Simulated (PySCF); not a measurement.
GeH2ClBr, SMILES [Cl][GeH2][Br].

Coordinates come from a r2SCAN-D4/def2-SVP optimisation.

Two levels are set side by side: PBE/def2-TZVPD (PySCF) and M06-2X/def2-TZVPD (PySCF). Same geometry, gas phase. Differences are taken from unrounded values.

```csv
quantity,M06-2X,PBE,PBE minus M06-2X
orbital gap (eV),9.53,5.19,-4.34
highest occupied level (eV),-9.85,-7.35,2.50
lowest empty level (eV),-0.32,-2.16,-1.84
dipole moment (D),1.95,1.77,-0.18
mean polarisability (bohr³),66.1,70.0,3.8
```

Without exact exchange PBE keeps part of each electron's self-repulsion, which lifts occupied levels and narrows the gap. PBE's more diffuse valence density responds more strongly to a field. Differences between two approximate levels are no errors against the true value.

Rough cost on one machine, each run with all the roots and properties that it gave: M06-2X against PBE about 3 times.
